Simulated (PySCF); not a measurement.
Ge²⁺: ionisation energy

Ge²⁺ [Ar] 3d10 4s2 (1S) → Ge³⁺ [Ar] 3d10 4s1 (2S), as a difference of total energies. Calculation: PySCF 2.14, in aug-cc-pVTZ-PP with one added diffuse shell each of s, d, f type with ECP10MDF (7s5p5d3f, 68 functions); scalar relativity through the core potential. Correlated levels: valence: 3s2 3p6 3d10 frozen. The calculations carry no spin-orbit coupling.

Q: Order these methods by the ionisation energy they give, lowest first.
A. MP2 (valence)
B. wB97X-V
C. UHF
D. SCS-MP2 (valence)

A: C (32.193 eV), A (32.981 eV), D (33.138 eV), B (33.913 eV).

Errors of the correlated levels include the incompleteness of this basis and the frozen core.

MP2 underrates the near-degeneracy of ns² with np² in the lower species.

For comparison: 34.058 eV (measured; NIST Atomic Spectra Database, ionization energies).
